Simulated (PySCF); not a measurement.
Spinor energies of Sb³⁴⁺ (antimony, charge +34)

Start: [Ne] 3s2 3p5; 3p1/2 filled at m_j = +1/2; 3p3/2 filled at m_j = -3/2, -1/2, +1/2, +3/2. Calculated with PySCF 2.14 in an uncontracted even-tempered set (19 s from 6.2 bohr⁻², ratio 2.4; 14 p from 8.1 bohr⁻², ratio 2.4; 5 d from 32 bohr⁻², ratio 2.6; 4 f from 48 bohr⁻², ratio 2.6): generalised Hartree-Fock with the X2C-1e Hamiltonian and a Gaussian nucleus; one run each with spin-orbit coupling (SO) screened by Boettger's factors, then bare. This is a chosen level, not necessarily the ground level.

| spinor shell | electrons | ε, screened SO (eV) | ε, bare SO (eV) | weight of nominal j (bare SO) | rms radius, bare SO (bohr) |
| --- | --- | --- | --- | --- | --- |
| 1s1/2 | 2 | -32488.5 | -32488.4 | 1.000 | 0.0325 |
| 2s1/2 | 2 | -6541.8 | -6541.8 | 1.000 | 0.131 |
| 2p1/2 | 2 | -6235.1 | -6243.1 | 1.000 | 0.113 |
| 3s1/2 | 2 | -2448.5 | -2448.5 | 1.000 | 0.320 |
| 3p1/2 | 1 | -2336.5 | -2338.4 | 1.000 | 0.308 |
| 3p3/2 | 4 | -2270.0 | -2269.2 | 1.000 | 0.317 |

(1) Where does 2p3/2 lie, and what is the 2p spin-orbit splitting (bare SO)?

```tsv
quantity	screened SO	bare SO
E (hartree)	-5578.58283	-5578.65973
M_J	1/2	1/2
⟨J²⟩	0.751	0.751
⟨L²⟩	2.010	2.011
⟨S²⟩	0.758	0.759
```

Each row is a mean over spinors that exchange with the open shell spreads, by up to 11.769 eV (2p1/2).

Breit and QED terms are absent; they matter most for the inner s and p1/2 levels.

Densities and radii are taken from the X2C orbitals without a picture-change correction, which distorts them close to the nucleus.

## Answers

(1) At -5977.1 eV, 265.96 eV above 2p1/2.
